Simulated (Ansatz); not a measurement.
Compare A (`C[SiH]1C=C1`) with its isomer B (`CC1=C[SiH2]1`).

Calculated with Ansatz (gas phase, PBE0-D4/def2-TZVP geometries, no zero-point term in ΔE). CCSD(T)/CBS is the MP2 limit (def2-TZVPP, def2-QZVPP) plus CCSD(T) − MP2 in def2-TZVPP, frozen cores. Functionals use def2-TZVPP.

A:

Z-matrix (Å, degrees):
```
C
Si 1 1.863
H 1 1.091 2 110.7
H 1 1.093 2 110.6 3 -120.4
H 1 1.093 2 110.7 3 120.4
C 2 1.807 1 123.4 3 -25.4
C 2 1.807 1 123.4 3 27.1
H 2 1.486 1 111.1 3 -179.2
H 6 1.084 2 156.7 1 -74.8
H 7 1.084 2 156.7 1 74.7
```

B:

```xyz
10

C     0.056    0.380    1.533
C     0.015    0.097    0.083
C     0.120    0.772   -1.060
Si   -0.149   -0.984   -1.366
H     0.220    1.442    1.737
H    -0.880    0.072    2.007
H     0.853   -0.196    2.011
H     0.280    1.809   -1.333
H    -1.465   -1.510   -1.808
H     0.950   -1.881   -1.804
```

Problem. Which is lower in electronic energy at CCSD(T)/CBS, and by how much? (Estimate.)

Solution. Ansatz gave: A, by 6.4 kcal/mol.

Problem. Give E(B) − E(A) in kcal/mol with CCSD(T)/def2-TZVPP, LDA (SPW92), HF/def2-TZVPP, CCSD(T)/def2-SVP, CCSD/def2-TZVPP, ωB97M-V, B2PLYP. (An estimate is asked.)

Solution. The calculation gave: CCSD(T)/def2-TZVPP 6.1, LDA (SPW92) 4.4, HF/def2-TZVPP 5.4, CCSD(T)/def2-SVP 2.7, CCSD/def2-TZVPP 6.1, ωB97M-V 6.6, B2PLYP 5.7. None reverses the order clearly.

Problem. Does the order hold for the free energy at 298.15 K (harmonic terms from PBE0-D4)? (Best estimate.)

Solution. Ansatz gave: Yes: G(B) − G(A) = +6.0 kcal/mol.

Largest T1 diagnostic: 0.012.

Leaving LDA and LC-ωPBE aside and taking each functional with its dispersion term where it has one, the values, not all of them listed here, spread over 1.8 kcal/mol, from revPBE-D4 to ωB97M-V. At CCSD(T), def2-SVP lies −3.7 kcal/mol from the extrapolated value and def2-TZVPP −0.3 kcal/mol.
